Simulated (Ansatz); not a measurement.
Basis-set extrapolation for `NC[SiH](O)O` (PBE0-D4/def2-TZVP geometry, frozen core, Ansatz 0.2.0). Multiplicity 1, RHF reference.

```json
{"": "HF", "def2-TZVPP": "-535.276764", "def2-QZVPP": "-535.298328"}
{"": "MP2 correlation", "def2-TZVPP": "-0.995000", "def2-QZVPP": "-1.071180"}
{"": "CCSD(T) correlation", "def2-TZVPP": "-1.064992", "def2-QZVPP": "not run"}
```

Energies in hartree. Use E(X) = E(∞) + A·exp(−7.88·√X) for Hartree–Fock and E(X) = E(∞) + B·X^(−2.97) for correlation, with X = 3 and 4, and add CCSD(T) minus MP2 of the smaller set to the MP2 limit.

Question: What is the CCSD(T) energy at the basis-set limit?

Answer: HF limit: -535.298328 + (-0.021564) × 0.13774 = -535.30130. MP2 limit: -1.071180 + (-0.076180) × 0.74074 = -1.12761. Higher-order term: -1.064992 − (-0.995000) = -0.06999. Total: -536.49890 hartree, 412.6 kJ/mol below CCSD(T)/def2-TZVPP.
